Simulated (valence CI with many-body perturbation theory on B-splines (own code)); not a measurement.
## Level structure of Er LXIII

Level of theory: relativistic CI+MBPT: four valence electrons over a frozen Dirac-Fock core [He], radial functions for each j: 11 s, 11 p, 10 d, 8 f, 5 g, 2 h, with the one-electron correlation potential Σ1, the two-electron term Σ2, the three-electron term Σ3, Breit, model QED; selected CI, second order for the rest, scaled by the run's own slope (own B-spline code, finite nucleus).

No measured spectrum was set against this ion. As an estimate, large intervals hold to a few tenths of a per cent, small ones and those within an open d or f shell to about a per cent. Among the levels kept, up to 920 cm⁻¹ of a level comes from second order outside the variational space, and about a tenth of that is noise between levels of different J, which matters for small intervals.

Levels 1 to 45 of 211, with energies above the lowest level, (2s^2 2p1/2^2) J=0. "Leading %" is the weight of the configuration and term that name the level; weights of strongly mixed levels are sums over their largest components and can fall short. In the jj column 3d3/2^4 stands for four electrons in 3d with j = 3/2. Lifetimes count E1, E2, E3, M1 and M2 decay at the calculated energies, and are blank where another channel may lead or the interval is too uncertain; long ones can be off by a factor of two.

```tsv
No.	Configuration	Term	J	E (eV)	Leading %	Second component	g	Lifetime	Leading jj
1	2s2 2p2	3P	0	0.0	69	31 % 2s2 2p2 1S			2s^2 2p1/2^2 (100 %)
2	2s2 2p2	3P	1	955.0	100		1.473	184 ps	2s^2 2p1/2 2p3/2 (100 %)
3	2s2 2p2	1D	2	972.9	65	35 % 2s2 2p2 3P	1.143	50.4 ns	2s^2 2p1/2 2p3/2 (100 %)
4	2s 2p3	3P°	2	1218.6	48	27 % 2s 2p3 5S°	1.508	37.7 ps	2s 2p1/2^2 2p3/2 (100 %)
5	2s 2p3	3D°	1	1297.8	32	30 % 2s 2p3 1P°	1.109	176 fs	2s 2p1/2^2 2p3/2 (100 %)
6	2s2 2p2	3P	2	1947.4	64	35 % 2s2 2p2 1D	1.295	41.9 ps	2s^2 2p3/2^2 (99 %)
7	2s2 2p2	1S	0	2003.2	68	31 % 2s2 2p2 3P		36.2 ps	2s^2 2p3/2^2 (99 %)
8	2s 2p3	5S°	2	2147.9	50	46 % 2s 2p3 3D°	1.550	777 fs	2s 2p1/2 2p3/2^2 (100 %)
9	2s 2p3	3D°	3	2190.3	100		1.300	819 fs	2s 2p1/2 2p3/2^2 (100 %)
10	2s 2p3	3P°	0	2244.4	100			222 fs	2s 2p1/2 2p3/2^2 (100 %)
11	2s 2p3	3S°	1	2264.9	52	43 % 2s 2p3 3D°	1.300	114 fs	2s 2p1/2 2p3/2^2 (100 %)
12	2s 2p3	1D°	2	2274.7	74	21 % 2s 2p3 3D°	1.052	116 fs	2s 2p1/2 2p3/2^2 (100 %)
13	2s 2p3	3P°	1	2278.4	62	33 % 2s 2p3 1P°	1.306	189 fs	2s 2p1/2 2p3/2^2 (100 %)
14	2p4	3P	2	2554.0	68	31 % 2p4 1D	1.312	122 fs	2p1/2^2 2p3/2^2 (99 %)
15	2p4	1S	0	2612.9	64	36 % 2p4 3P		108 fs	2p1/2^2 2p3/2^2 (99 %)
16	2s 2p3	3P°	2	3196.0	51	18 % 2s 2p3 5S°	1.432	235 fs	2s 2p3/2^3 (100 %)
17	2s 2p3	1P°	1	3273.1	37	24 % 2s 2p3 3D°	1.165	92.0 fs	2s 2p3/2^3 (100 %)
18	2p4	3P	1	3522.6	100		1.474	77.1 fs	2p1/2 2p3/2^3 (100 %)
19	2p4	1D	2	3540.8	68	32 % 2p4 3P	1.125	80.3 fs	2p1/2 2p3/2^3 (100 %)
20	2p4	3P	0	4540.3	64	36 % 2p4 1S		58.2 fs	2p3/2^4 (100 %)
21	2s2 2p 3s	3P°	0	8539.1	99			6.64 fs	2s^2 2p1/2 3s (99 %)
22	2s2 2p 3s	3P°	1	8542.5	67	33 % 2s2 2p 3s 1P°	1.307	5.39 fs	2s^2 2p1/2 3s (100 %)
23	2s2 2p 3p	3D	1	8617.2	74	22 % 2s2 2p 3p 1P	0.639	454 fs	2s^2 2p1/2 3p1/2 (100 %)
24	2s2 2p 3p	3P	0	8659.3	67	32 % 2s2 2p 3p 1S		216 fs	2s^2 2p1/2 3p1/2 (99 %)
25	2s 2p2 3s	5P	1	8777.4	42	30 % 2s 2p2 3s 3S	2.010	6.76 fs	2s 2p1/2^2 3s (98 %)
26	2s 2p2 3s	3P	0	8812.6	68	31 % 2s 2p2 3s 1S		7.23 fs	2s 2p1/2^2 3s (99 %)
27	2s 2p2 3p	3P°	1	8863.5	33	22 % 2s 2p2 3p 5D°	1.354	2.46 fs	2s 2p1/2^2 3p1/2 (99 %)
28	2s 2p2 3p	3P°	0	8864.2	51	43 % 2s 2p2 3p 5D°		221 fs	2s 2p1/2^2 3p1/2 (99 %)
29	2s2 2p 3p	3D	2	8920.2	52	31 % 2s2 2p 3p 1D	1.149	307 fs	2s^2 2p1/2 3p3/2 (100 %)
30	2s2 2p 3p	3P	1	8922.0	48	30 % 2s2 2p 3p 3S	1.506	244 fs	2s^2 2p1/2 3p3/2 (98 %)
31	2s2 2p 3d	3F°	2	8979.6	75	20 % 2s2 2p 3d 1D°	0.745	5.32 fs	2s^2 2p1/2 3d3/2 (100 %)
32	2s2 2p 3d	3D°	1	9004.8	50	32 % 2s2 2p 3d 1P°	0.830	683 as	2s^2 2p1/2 3d3/2 (99 %)
33	2s2 2p 3d	3P°	2	9069.1	47	35 % 2s2 2p 3d 3D°	1.282	920 as	2s^2 2p1/2 3d5/2 (98 %)
34	2s2 2p 3d	3F°	3	9073.0	46	31 % 2s2 2p 3d 1F°	1.096	951 as	2s^2 2p1/2 3d5/2 (100 %)
35	2s 2p2 3p	3P°	2	9161.9	35	20 % 2s 2p2 3p 5P°	1.504	45.8 fs	2s 2p1/2^2 3p3/2 (98 %)
36	2s 2p2 3p	3D°	1	9166.8	31	21 % 2s 2p2 3p 1P°	1.132	2.56 fs	2s 2p1/2^2 3p3/2 (99 %)
37	2s 2p2 3d	3D	1	9220.5	46	36 % 2s 2p2 3d 5F	0.464	6.11 fs	2s 2p1/2^2 3d3/2 (99 %)
38	2s 2p2 3d	3D	2	9226.3	30	17 % 2s 2p2 3d 5F	1.121	4.82 fs	2s 2p1/2^2 3d3/2 (98 %)
39	2s 2p2 3d	3D	3	9307.2	37	18 % 2s 2p2 3d 5D	1.335	955 as	2s 2p1/2^2 3d5/2 (99 %)
40	2s 2p2 3d	3F	2	9323.9	28	22 % 2s 2p2 3d 1D	1.026	985 as	2s 2p1/2^2 3d5/2 (98 %)
41	2s2 2p 3s	3P°	2	9532.8	98		1.474	8.38 fs	2s^2 2p3/2 3s (98 %)
42	2s2 2p 3s	1P°	1	9540.9	66	32 % 2s2 2p 3s 3P°	1.130	4.39 fs	2s^2 2p3/2 3s (98 %)
43	2s2 2p 3p	3P	1	9626.9	50	27 % 2s2 2p 3p 3S	1.454	177 fs	2s^2 2p3/2 3p1/2 (97 %)
44	2s2 2p 3p	3D	2	9629.1	46	32 % 2s2 2p 3p 1D	1.152	216 fs	2s^2 2p3/2 3p1/2 (97 %)
45	2s 2p2 3s	5P	2	9701.9	84	8 % 2s 2p2 3s 3P	1.728	9.80 fs	2s 2p1/2 2p3/2 3s (99 %)
```

The ionisation energy to 2s2 2p 2P°_1/2 of the next ion comes out as 15147 eV (NIST: 15146 ± 15 eV (theoretical)). All 211 levels together are meant to be complete up to 11533.9 eV.
